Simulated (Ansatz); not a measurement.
System: C2H7GeO (charge 0, doublet). It need not be the lowest isomer of its formula. SMILES: [O](C[CH2])[GeH3]
Coordinates optimised at B3LYP-D3(BJ)/def2-TZVP (Ansatz, a first-principles code):
```xyz
11

C     -2.9186     0.0628     0.0988
C     -1.5557    -0.4555     0.3355
O     -0.5978     0.3928    -0.2786
Ge     1.1412     0.0272    -0.0582
H     -3.0555     1.0937    -0.1924
H     -3.7803    -0.5520     0.3174
H     -1.4708    -1.4856    -0.0489
H     -1.3591    -0.5272     1.4229
H      1.8679     1.1297    -0.8338
H      1.4725     0.0591     1.4482
H      1.4357    -1.3755    -0.6285
```
Charge 0, spin multiplicity 2.

Computed values are from Ansatz. Correlated levels leave the core frozen unless marked. UHF or UKS for open shells. No spin-orbit coupling. The frozen core is the preceding noble-gas configuration, with the filled d and f shells of earlier blocks. No relativistic terms. Basis-set limits of correlation are two-point, X^-3; Hartree-Fock from the larger set.

Question: What is the T1 diagnostic at CCSD/cc-pVQZ?

Answer: 0.012.

Question: What is the total energy at CCSD(T)/CBS(cc-pVTZ,cc-pVQZ)?

Answer: -2230.9312 Eh.

Question: What is the atomisation energy De at CCSD(T)/CBS(cc-pVTZ,cc-pVQZ)?

Answer: 3713.1 kJ/mol.

Question: What is the dipole moment at CCSD(T)/aug-cc-pVDZ?

Answer: 1.28 D.
